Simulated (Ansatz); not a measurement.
`C[SiH](C)N(C(C)(C)C)[Si](C)(C)C`, charge 0, multiplicity 1.

Q: Give a relaxed structure at PBE0-D4/def2-TZVP (the Gaussian-basis code of Ansatz). (Estimate.)

A: Computed: 
Z-matrix (Å, degrees):
```
C
Si 1 1.877
H 1 1.093 2 110.3
H 1 1.092 2 113.9 3 -121.6
H 1 1.094 2 109.2 3 118.2
N 2 1.744 1 114.8 3 51.0
C 2 1.874 1 110.0 3 -175.9
H 2 1.489 1 105.6 3 -62.4
C 6 1.483 2 121.4 1 61.2
Si 6 1.762 2 112.5 1 -104.0
H 7 1.091 2 113.5 1 -50.8
H 7 1.094 2 108.5 1 69.0
H 7 1.093 2 110.8 1 -173.0
C 9 1.529 6 111.1 2 139.9
C 9 1.529 6 110.2 2 -97.6
C 9 1.528 6 110.9 2 22.2
C 10 1.875 6 110.0 2 -65.4
C 10 1.879 6 110.4 2 56.6
C 10 1.881 6 116.1 2 175.9
H 14 1.093 9 109.9 6 -171.9
H 14 1.092 9 110.0 6 -52.8
H 14 1.087 9 112.5 6 68.3
H 15 1.092 9 110.4 6 61.0
H 15 1.094 9 111.1 6 -178.8
H 15 1.091 9 111.2 6 -58.7
H 16 1.092 9 109.3 6 -177.8
H 16 1.092 9 112.5 6 -59.1
H 16 1.091 9 111.1 6 63.1
H 17 1.091 10 113.0 6 61.3
H 17 1.094 10 110.0 6 -59.5
H 17 1.094 10 110.0 6 -178.0
H 18 1.094 10 110.3 6 62.5
H 18 1.094 10 110.4 6 -178.6
H 18 1.092 10 112.7 6 -58.2
H 19 1.095 10 105.7 6 -171.3
H 19 1.091 10 112.9 6 72.0
H 19 1.091 10 115.0 6 -53.4
```
This is one stationary point; other conformers may exist.
